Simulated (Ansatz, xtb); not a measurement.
## C4H10S2Si: which of two isomers lies lower

We compare a, `C[Si]1(C)SCCS1`, a singlet, with b, `CC[SiH]1SCCS1`, a singlet. Both are isolated molecules in the gas phase, relaxed with PBE0-D3(BJ)/def2-SVP; the shapes shown needn't be the lowest conformers.

a (Å):

```csv
atom,x (Å),y (Å),z (Å)
C,2.0445,-0.7709,-0.8176
C,-0.9781,-1.2041,-0.4771
C,0.7894,1.8622,2.1750
C,0.3555,0.6735,3.0072
S,0.1618,1.7384,0.4594
S,0.9563,-0.8987,2.2862
Si,0.5444,-0.3767,0.2293
H,1.8760,-0.4683,-1.8632
H,2.2511,-1.8532,-0.8045
H,2.9306,-0.2432,-0.4369
H,-1.1971,-0.8145,-1.4844
H,-1.8513,-1.0187,0.1646
H,-0.8243,-2.2918,-0.5578
H,1.8865,1.9486,2.1622
H,0.3730,2.7962,2.5841
H,-0.7407,0.6429,3.1001
H,0.7876,0.7284,4.0188
```

b (Å):

```xyz
17

C    -1.4095   -0.1872   -2.7890
C    -1.4220   -1.5284   -2.0659
C    -1.5889    0.9217    1.6084
C    -0.3454    1.2603    0.8140
S    -2.7082   -0.1823    0.6695
S     0.5828   -0.2515    0.3547
Si   -1.1558   -1.3943   -0.2124
H    -1.5630   -0.3056   -3.8726
H    -2.2015    0.4741   -2.4051
H    -0.4473    0.3280   -2.6399
H    -2.3775   -2.0612   -2.2232
H    -0.6370   -2.2008   -2.4558
H    -1.0470   -2.7605    0.3805
H    -1.3241    0.4451    2.5640
H    -2.1718    1.8314    1.8226
H    -0.6024    1.8269   -0.0937
H     0.3476    1.8670    1.4178
```

Problem. Estimate which is lower in electronic energy at CCSD(T)/def2-SVP + ΔMP2/def2-TZVPP, and by roughly how much.

Solution. The CCSD(T)/def2-SVP + ΔMP2/def2-TZVPP calculation puts structure a lower, by 0.564 eV.

The same difference at several levels:

```tsv
level	geometry	E(b) − E(a) (eV)	departure from the last row (eV)	job, with rough time for the two
GFN2-xTB	GFN2-xTB	−0.230	−0.794	optimisation, 0.22 s
HF/STO-3G	GFN2-xTB	+0.520	−0.044	single point, 0.52 s
r2SCAN-D4/def2-SVP	GFN2-xTB	+0.538	−0.026	single point, 5.3 s
PBE0-D3(BJ)/def2-SVP	PBE0-D3(BJ)/def2-SVP	+0.495	−0.069	optimisation, 55 s
HF/def2-SVP	PBE0-D3(BJ)/def2-SVP	+0.479	−0.085	part of the CCSD(T) run
MP2/def2-SVP	PBE0-D3(BJ)/def2-SVP	+0.467	−0.097	part of the CCSD(T) run
CCSD(T)/def2-SVP	PBE0-D3(BJ)/def2-SVP	+0.425	−0.139	single point
CCSD(T)/def2-SVP + ΔMP2/def2-TZVPP	PBE0-D3(BJ)/def2-SVP	+0.564		single point, 1.7 min
```

As drawn, b has 1 C–C, 1 Si–H in place of 1 C–Si, 1 C–H.

GFN2-xTB puts the two in the other order. The largest departure from CCSD(T)/def2-SVP + ΔMP2/def2-TZVPP is that of GFN2-xTB, 0.794 eV. The last row adds to CCSD(T) the change of the MP2 difference between the two basis sets, here +0.139 eV, a large step that makes the value less sure.

With thermal terms from frequencies at re-optimised GFN2-xTB minima (ideal gas, soft modes damped towards free rotors, one conformer each, 298.15 K, 1 atm): the zero-point term adds +0.004 eV; ΔH is +0.544 and ΔG +0.583 eV.

The correlated steps freeze 19 core orbitals. Codes used: Ansatz 0.2.0, xtb 6.7.1; the last row on 4 threads of Arm Neoverse V1 on a shared host.
